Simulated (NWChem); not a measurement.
# ditellurium (Te₂, triplet); SMILES [Te]=[Te]

```xyz
2

Te     0.0000     0.0000     1.2818
Te     0.0000     0.0000    -1.2818
```
Atoms are numbered in this order, from 1.

Results from NWChem. Spin-unrestricted. All runs use the structure optimised with PBE0/def2-SVP, spin-unrestricted. No stability test was run on the SCF state. def2 effective core potentials on Te; no spin-orbit coupling.

Problem. What does the run give for UHF/def2-TZVP? Quantities: highest occupied level (eV); lowest empty minus highest occupied level, either spin (eV).

Solution. The highest occupied level (eV) comes out as -8.63 and the lowest empty minus highest occupied level, either spin (eV) comes out as 7.92.
